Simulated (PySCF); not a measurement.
## Electron correlation in Rb⁻ (rubidium, charge -1)

[Kr] 5s2, closed-shell 1S. Computed with PySCF 2.14 in def2-TZVPPD with the def2 core potential (28 electrons) (6s4p3d1f, 40 functions), with scalar relativity through the core potential. Frozen: nothing; 10 electrons correlated.

```
  level  correlation energy (mhartree)
   CCSD                        -126.58
    (T)                          -2.93
CCSD(T)                        -129.51
```

Diagnostics: T1 = 0.026, D1 = 0.0800, largest double amplitude 0.145.

Is a single reference adequate?

Mostly. T1 lies below 0.03, but a double amplitude of this size points to a near-degeneracy that CCSD handles and MP2 describes poorly.

The basis has no tight functions for the innermost shells, so their pair energies are far from complete.

This basis was not built for core-valence correlation, so the inner-shell part is incomplete.
